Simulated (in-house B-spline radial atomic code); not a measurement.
Configurations of Sm⁺, with energies counted from [Xe] 4f6 6s1. All numbers are computed (scalar-relativistic (X2C) revTPSS, spin-polarised, spherical fractional occupations; Fermi nucleus of rms radius 5.0819 fm) with an all-electron radial atomic-structure program (B-spline basis), not measured. Shells without spins written out take the highest spin.

Occupations are held fixed; configurations that lie above the ionisation limit could autoionise.

```tsv
configuration	E - E(ref) (eV)	highest orbital	its <r> (bohr)
[Xe] 4f7	1.1324	4f up	1.13
[Xe] 4f(0 up, 5 down) 5d(0 up, 1 down) 6s(1 up, 0 down)	4.9425	5d down	2.506
[Xe] 4f6 7p1	6.6878	7p up	9.505
[Xe] 4f6 7d1	8.0751	7d up	13.24
[Xe] 4f(4 up, 2 down) 5f(0 up, 1 down)	13.451	5f down	8.693
[Xe] 4f5 6s1 7d1	14.153	7d up	12.31
[Kr] 4d10 4f6 5s2 5p5 6s1 6f1	30.842	6f up	13.54
[Kr] 4d9 4f6 5s2 5p6 6s1 6f1	137.31	6f up	13.49
```

Question: Order these further configurations by energy, lowest first.
A. [Kr] 4d10 4f6 5s2 5p5 6s2
B. [Xe] 4f(1 up, 5 down) 6s(0 up, 1 down)
C. [Kr] 4d(4 up, 5 down) 4f(5 up, 1 down) 5s2 5p6 6s(1 up, 0 down) 6f(1 up, 0 down)
D. [Kr] 4d9 4f6 5s2 5p6 6s1 7p1
E. [Xe] 4f(4 up, 2 down) 6s(1 up, 0 down)

Answer: B (3.7711 eV), E (6.0587 eV), A (21.445 eV), D (135.25 eV), C (146.08 eV).

Question: How far above the reference does [Xe] 4f(6 up, 0 down) 6d(1 up, 0 down) lie?

Answer: 6.2285 eV; its least bound orbital is 6d up with <r> = 7.498 bohr.

Question: How far above the reference does [Kr] 4d10 4f6 5s2 5p5 6s1 6p1 lie?

Answer: 23.918 eV; its least bound orbital is 6p up with <r> = 4.359 bohr.

Question: How far above the reference does [Xe] 4f5 6s1 6d1 lie?

Answer: 12.139 eV; its least bound orbital is 6d up with <r> = 6.653 bohr.
